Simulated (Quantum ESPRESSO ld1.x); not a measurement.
The numbers below are computed, except where a source is named.
All-electron atom: the niobium ion Nb3+ in [Kr] 4d1 5d1 (not the ground configuration). Level of theory: Dirac Kohn-Sham, LDA (Slater exchange, VWN5 correlation), spin-unpolarised, spherical densities, point nucleus; open shells are shared between the two j in proportion to 2j + 1 (ld1.x of Quantum ESPRESSO 7.5).

Unscreened Slater integrals over Kohn-Sham orbitals (hartree). Large and small components are both included.

F0(5d5/2,5d5/2): 0.21523
F2(5d5/2,5d5/2): 0.11543
F4(5d5/2,5d5/2): 0.079324
F0(5d5/2,5d3/2): 0.21560
F2(5d5/2,5d3/2): 0.11563
G2(5d5/2,5d3/2): 0.11562
G4(5d5/2,5d3/2): 0.079448
F0(5d5/2,4d5/2): 0.27353
F2(5d5/2,4d5/2): 0.071752
F4(5d5/2,4d5/2): 0.034285
G0(5d5/2,4d5/2): 0.020169
G2(5d5/2,4d5/2): 0.024866
G4(5d5/2,4d5/2): 0.020250
F0(5d5/2,4d3/2): 0.27378
F2(5d5/2,4d3/2): 0.071439
G2(5d5/2,4d3/2): 0.024893
G4(5d5/2,4d3/2): 0.020230
F0(5d5/2,4p3/2): 0.28300
F2(5d5/2,4p3/2): 0.060813
G1(5d5/2,4p3/2): 0.035343
G3(5d5/2,4p3/2): 0.025228
F0(5d3/2,5d3/2): 0.21597
F2(5d3/2,5d3/2): 0.11584
F0(5d3/2,4d5/2): 0.27428
F2(5d3/2,4d5/2): 0.072108
G2(5d3/2,4d5/2): 0.024822
G4(5d3/2,4d5/2): 0.020248
F0(5d3/2,4d3/2): 0.27454
F2(5d3/2,4d3/2): 0.071791
G0(5d3/2,4d3/2): 0.020184
G2(5d3/2,4d3/2): 0.024860
F0(5d3/2,4p3/2): 0.28378
F2(5d3/2,4p3/2): 0.061027
G1(5d3/2,4p3/2): 0.034982
G3(5d3/2,4p3/2): 0.025065
F0(4d5/2,4d5/2): 0.55164
F2(4d5/2,4d5/2): 0.28150
F4(4d5/2,4d5/2): 0.18556
F0(4d5/2,4d3/2): 0.55341
F2(4d5/2,4d3/2): 0.28235
G2(4d5/2,4d3/2): 0.28226
G4(4d5/2,4d3/2): 0.18606
F0(4d5/2,4p3/2): 0.61614
F2(4d5/2,4p3/2): 0.30575
G1(4d5/2,4p3/2): 0.38132
G3(4d5/2,4p3/2): 0.23381
F0(4d3/2,4d3/2): 0.55521
F2(4d3/2,4d3/2): 0.28323
F0(4d3/2,4p3/2): 0.61871
F2(4d3/2,4p3/2): 0.30774
G1(4d3/2,4p3/2): 0.38466
G3(4d3/2,4p3/2): 0.23588
F0(4p3/2,4p3/2): 0.71249
F2(4p3/2,4p3/2): 0.37578
